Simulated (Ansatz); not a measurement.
Job for Ansatz (a first-principles code): R-wB97M-V/def2-TZVPP on C2H6Sn (SMILES C=[CH][SnH3]). Elements past Kr take the def2 small-core potentials; no spin–orbit coupling.

Ansatz 0.2 input:
```yaml
crystal:
  periodic: [false, false, false]
  atoms:
    - {symbol: C, position_ang: [-1.66532024, -0.08747631, -0.06249183]}
    - {symbol: C, position_ang: [-0.51029377, -0.59555950, 0.35305120]}
    - {symbol: Sn, position_ang: [1.38193296, 0.29755303, -0.09542917]}
    - {symbol: H, position_ang: [-1.72187729, 0.81730109, -0.65884834]}
    - {symbol: H, position_ang: [-2.61658727, -0.55505621, 0.17522012]}
    - {symbol: H, position_ang: [-0.52076951, -1.50468334, 0.94745565]}
    - {symbol: H, position_ang: [2.36758679, -0.79476298, -0.97341347]}
    - {symbol: H, position_ang: [1.08441233, 1.69870132, -1.03333607]}
    - {symbol: H, position_ang: [2.20091602, 0.72398292, 1.34779188]}
basis:
  gaussian:
    orbitals: def2-TZVPP
hamiltonian:
  xc: {name: wB97M-V}
scf: {lower_state_search: off}
```

Output:

```
WARN ansatz: RAYON_NUM_THREADS=1 ignored (pool sized by the plan → 1); use --threads N
Functional definition: wB97M-V
these checks for a lower state are left out or cut short: stability, starts, cluster_reference, orbital_swaps, neighbouring_geometries, increment
integrals: 0.13 GiB planned
1146 factors; their error is unknown
integrals: 0.16 GiB planned
287 factors; integrals over basis functions are off by at most 7.7e-6 eV
mean field: 1.16 GiB planned
mean field evaluation 1: about -7996.3531 eV, gradient 3.8e1 eV
mean field evaluation 2: about -7997.6089 eV, gradient 3.0e1 eV
mean field evaluation 4: about -7999.7958 eV, gradient 1.5e0 eV
mean field evaluation 8: about -7999.8066 eV, gradient 5.7e-2 eV
mean field evaluation 16: about -7999.8415 eV, gradient 4.2e-5 eV
mean field -7999.84145902 eV, -293.9887511316 hartree, gradient 2.6e-6 eV, S^2 0.000000; 0 other end points of the search recorded, 0 dependent functions left out
reference -7999.84151883 eV, -293.9887533296 hartree; 20, 20 occupied and 176, 176 virtual orbitals, 1146 factors
Total energy: -7999.84151883 eV, -293.9887533296 hartree
Checks for a lower state left out: stability, starts, cluster_reference, orbital_swaps, neighbouring_geometries, increment
```

The run converged.

Cost: about 9 core-seconds (a rough figure).
